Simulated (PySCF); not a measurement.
**How methods differ on the ionisation energy of Pm⁴⁷⁺**

Pm⁴⁷⁺ [Ne] 3s2 3p2 (3P) → Pm⁴⁸⁺ [Ne] 3s2 3p1 (2P), as a difference of total energies. Computed with PySCF 2.14 in an even-tempered Gaussian basis (18 s from 10 bohr⁻², ratio 2.5; 12 p from 13 bohr⁻², ratio 2.5; 4 d from 52 bohr⁻², ratio 2.7; 4 f from 77 bohr⁻², ratio 2.7), with scalar relativity by spin-free X2C-1e. Correlated levels: outer shells: 1s2 frozen; virtual orbitals above 40 to 60 times the deepest correlated orbital energy dropped. The calculations carry no spin-orbit coupling.

| method | ionisation energy (eV) |
| --- | --- |
| UHF | 3970.5 |
| LDA | 3971.7 |
| PBE | 3972.5 |
| PBE0 | 3972.4 |
| r2SCAN | 3972.9 |
| BHandHLYP | 3972.5 |
| MN15 | 3981.1 |
| MP2 (outer shells) | 3971.1 |
| SCS-MP2 (outer shells) | 3970.8 |

Spin-orbit coupling is strong in these open shells (close to jj coupling). The scalar numbers leave it out and a first-order estimate fails, so it can dominate the gap to the real levels.

Breit and QED terms and the two-electron picture change are absent.

For comparison: 4056 ± 4 eV (theoretical estimate listed by NIST; NIST Atomic Spectra Database, ionization energies).
